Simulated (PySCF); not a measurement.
**Relaxation of doublet RhH₂**

Method: UPBE0 in PySCF with Rh def2-TZVP with ECP28, H def2-TZVP; scalar-relativistic core potentials, no spin–orbit coupling; density-fitted integrals. A (50,194) grid was used.

A hand-made side-on start, of C2v symmetry, held to at least that symmetry:

```xyz
3
charge 0 multiplicity 2, angstrom
Rh    0.0000    0.0000   -0.0297
H     0.4200    0.0000    1.5157
H    -0.4200    0.0000    1.5157
```

Question: What forces act on the atoms at the start (eV/Å)?

Answer: 
```json
{"atom": "Rh1", "Fx": "0.00", "Fy": "0.00", "Fz": "-0.60"}
{"atom": "H2", "Fx": "1.51", "Fy": "0.00", "Fz": "0.30"}
{"atom": "H3", "Fx": "-1.51", "Fy": "0.00", "Fz": "0.30"}
```

Question: What does it relax to?

Answer: It ends at C2v with Rh–H 1.522 Å (×2); H–Rh–H 81.8°. No frequency check is given, so it may be a saddle point. Other isomers or separated fragments may lie lower.

Question: How much energy is released, and in how many steps?

Answer: 43.0 kJ/mol in 10 steps.

With open d or f shells other occupations or spin states may lie lower.
